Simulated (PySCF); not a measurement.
## Does the structure fit the spectrum?

A compound C8H11NSi gives the data below (simulated from a calculation) and was assigned the structure `N#CCC1=C[SiH2][C@H]2C[C@@H]1C2`.

¹³C{¹H} NMR (computed): δ 124.7 (C), 104.5 (CH), 91.4 (C), 28.6 (CH), 28.2 (CH2), 23.8 (CH2, 2C), 0.3 (CH3).

¹H NMR (400 MHz, computed): δ 2.66 (m, 1H), 2.38 (d, 2H), 2.09 (s, 1H), 1.75 (m, 2H), 1.66 (m, 2H), 0.56 (s, 3H).

Calculated, not measured (PySCF): GFN2-xTB geometry, shieldings: GIAO PBE0/pcSseg-1. No relativistic terms, one averaged value for each set of equivalent atoms, isolated molecule, a single conformation.

Scale: ¹H and ¹³C against TMS (reference shieldings calculated alike).

Problem. Compare with the shifts computed for the proposed structure, pairing carbons in order of shift.

Solution. Structure with atom numbers: `[N:1]#[C:2][CH2:3][C:4]1=[CH:5][SiH2:6][C@H:7]2[CH2:8][C@@H:9]1[CH2:10]2`; H(Xn) means a hydrogen on atom n.

| atom | computed for proposal | given list | difference |
| --- | --- | --- | --- |
| C4 | 172.9 | 124.7 | +48.2 |
| C2 | 121.5 | 104.5 | +17.0 |
| C5 | 121.2 | 91.4 | +29.8 |
| C9 | 39.7 | 28.6 | +11.1 |
| C8 | 36.7 | 28.2 | +8.5 |
| C10 | 36.7 | 23.8 | +12.9 |
| C3 | 31.7 | 23.8 | +7.9 |
| C7 | 16.2 | 0.3 | +15.9 |

The rms difference is 22.9 ppm and the largest +48.2 ppm at C4 (fully substituted alkene carbon). The carbon types in order of shift don't match either: C, C, CH, CH, CH2, CH2, CH2, CH for the proposal against C, CH, C, CH, CH2, CH2, CH2, CH3 in the data. The proposal doesn't fit.

Problem. Which isomer fits?

Solution. `C#C[Si@]1(C)C[C@@H](CC#N)C1`.

- Carbon types of the structure: 2 × C, 2 × CH, 3 × CH2, 1 × CH3, which accounts for all hydrogens.
- δC 124.7: nitrile carbon; typical of a nitrile.
- δC 104.5: terminal alkyne carbon; the triple bond shields along its axis, which puts it between sp3 and sp2 carbons.
- δC 91.4: alkyne carbon; the triple bond shields along its axis, which puts it between sp3 and sp2 carbons.
- δH 2.09: hydrogen on a terminal alkyne carbon; it lies on the axis of the triple bond, in its shielding cone.

Other isomers checked: C/N=C/C#CC1=C[SiH2][C@H]1C (rms 47.2 ppm); C=C1C[C@](C#N)(C(=C)C)[SiH2]1 (rms 54.7 ppm).

The data come from this structure; uniqueness wasn't tested.

Shifts are as computed. Against solution values, carbons near 30 ppm lie about +3 ppm off and those near 130 ppm about +5 ppm. Of 1211 compounds with measured shifts, 218 miss one by over three times the rms of a fit or turn the order of signals round; such compounds aren't used in these exercises. Multiplicities follow the n + 1 count of equivalent neighbours, as no J values were calculated; m marks all less simple cases, F and P coupling included.
